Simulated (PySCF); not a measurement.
## A search over the determinants of NaGe

Unrestricted PBE0; Na cc-pVDZ, Ge cc-pVDZ-PP with ECP10; scalar-relativistic core potentials (PySCF 2.14). Outer shells of the fragments: Na 3s1; Ge 3d10 4s2 4p2.

Followed along the bond (rough minima from three points):

```csv
2Ms+1,unpaired,⟨S²⟩ at the start,R at minimum (Å),Te (eV)
4,"σ ↑, π ↑↑",3.75,2.76,0.00
2,π ↑,0.77,2.92,0.44
2,"σ ↓, π ↑↑",1.76,2.84,0.51
2,"σ ↑, π ↑↓",1.76,2.79,0.54
2,σ ↑,0.75,2.79,1.34
```

Solutions found at the starting distance of 2.735 Å, counted from the lowest of them; the search is not exhaustive and high or unbound solutions are not listed, so other states can lie among these:

| 2Ms+1 | unpaired | term | E (eV) | ⟨S²⟩ | ⟨Lz²⟩ | μ (D) |
| --- | --- | --- | --- | --- | --- | --- |
| 4 | σ ↑, π ↑↑ | ⁴Σ⁻ | 0.00 | 3.75 | 0.00 | -6.84 |
| 2 | π ↑ | ²Π | 0.48 | 0.77 | 1.00 | -4.51 |
| 2 | σ ↓, π ↑↑ | mixed | 0.52 | 1.76 | 0.00 | -6.17 |
| 2 | σ ↑, π ↑↓ | mixed | 0.54 | 1.76 | 2.01 | -6.50 |
| 2 | σ ↑ | mixed | 1.35 | 0.75 | 2.00 | -6.20 |
| 4 | σ ↑↑, π ↑ | ⁴Π | 1.83 | 3.75 | 1.00 | 3.84 |
| 2 | π ↑ | ²Π | 2.10 | 0.76 | 1.02 | -7.14 |
| 4 | σ ↑, π ↑↑ | mixed | 3.26 | 3.75 | 2.01 | 2.44 |

A term symbol is given only where ⟨S²⟩ and ⟨Lz²⟩ are close to those of a pure state; real π, δ and φ orbitals otherwise mix terms. A positive dipole means Na(−)Ge(+).

Spin–orbit coupling is left out. Counting both spins, an empty level lies below a filled one in some of these solutions, because spin and occupation are held.
